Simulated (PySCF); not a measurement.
**Sulfur: a sound run and one with changed settings**

Sound run: S⁺ [Ne] 3s2 3p3, S²⁺ [Ne] 3s2 3p2. All numbers are calculated (PySCF 2.14, no relativity, point nucleus, in def2-TZVP (5s5p2d1f, 37 functions)). The sound run starts from symmetry-adapted Hartree-Fock orbitals and uses a fine grid where one is needed.

A second run was set up differently.

```csv
species,method,sound run (hartree),changed run (hartree),converged
S⁺,UHF,-397.16268,-397.16268,yes
S⁺,BP86,-397.76075,-397.77761,yes
S⁺,TPSS,-397.75122,-397.77961,yes
S²⁺,UHF,-396.32774,-396.32774,yes
S²⁺,BP86,-396.90263,-396.91907,yes
S²⁺,TPSS,-396.89223,-396.91354,yes
```

Ionisation energy of S⁺:

```csv
method,sound run (eV),changed run (eV)
UHF,22.720,22.720
BP86,23.351,23.362
TPSS,23.374,23.567
```

Task: What was changed?
A. all electrons correlated in a valence basis
B. a valence shell is frozen
C. too few SCF iterations
D. radial grid too coarse

Result: D. It used radial step 0.5 in ln r (0.13 in the sound run). A coarse radial grid mis-integrates the density and the exchange-correlation energy, with errors of either sign; Hartree-Fock needs no grid.
